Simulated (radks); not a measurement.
All-electron atom: Os I in [Xe] 4f14 5d6 6s1 6f1 (not the ground configuration). All-electron calculation, Dirac Kohn-Sham, PBE, spin-unpolarised, spherical densities, finite nucleus; open shells fill j = l - 1/2 first; Fermi nuclear charge, rms radius 5.4126 fm. Program: a radial shooting solver on a logarithmic mesh with Libxc functionals. Some entries of the table are withheld. Estimate them.

| orbital | occ. | eigenvalue (eV) | <1/r> (bohr^-1) |
|---|---|---|---|
| 1s1/2 | 2 | -73741.80 | 90.41 |
| 2s1/2 | 2 | -12839.48 | 22.09 |
| 2p1/2 | 2 | -12295.80 | 22.06 |
| 2p3/2 | 4 | -10764.66 | 18.31 |
| 3s1/2 | 2 | -2992.651 | 8.111 |
| 3p1/2 | 2 | -2748.797 | 8.027 |
| 3p3/2 | 4 | -2414.902 | 7.055 |
| 3d3/2 | 4 | -2005.432 | 6.951 |
| 3d5/2 | 6 | -1933.103 | 6.724 |
| 4s1/2 | 2 | -636.5673 | 3.417 |
| 4p1/2 | 2 | (1) | 3.308 |
| 4p3/2 | 4 | (2) | 2.970 |
| 4d3/2 | 4 | -287.3546 | (3) |
| 4d5/2 | 6 | -272.8274 | (4) |
| 5s1/2 | 2 | -97.7899 | 1.347 |
| 5p1/2 | 2 | -66.2420 | 1.218 |
| 4f5/2 | 6 | -59.8379 | (5) |
| 4f7/2 | 8 | -57.0332 | (6) |
| 5p3/2 | 4 | -54.0513 | 1.097 |
| 5d3/2 | 4 | -13.4128 | (7) |
| 5d5/2 | 2 | -12.3323 | (8) |
| 6s1/2 | 1 | -11.8750 | 0.4550 |
| 6f5/2 | 1 | -0.3663 | 0.04396 |
| 6f7/2 | 0 | -0.3663 | 0.04396 |

Answer. 
(1) 4p1/2 eigenvalue (eV): -534.1130
(2) 4p3/2 eigenvalue (eV): -455.6896
(3) 4d3/2 <1/r> (bohr^-1): 2.760
(4) 4d5/2 <1/r> (bohr^-1): 2.680
(5) 4f5/2 <1/r> (bohr^-1): 2.257
(6) 4f7/2 <1/r> (bohr^-1): 2.225
(7) 5d3/2 <1/r> (bohr^-1): 0.7626
(8) 5d5/2 <1/r> (bohr^-1): 0.7326
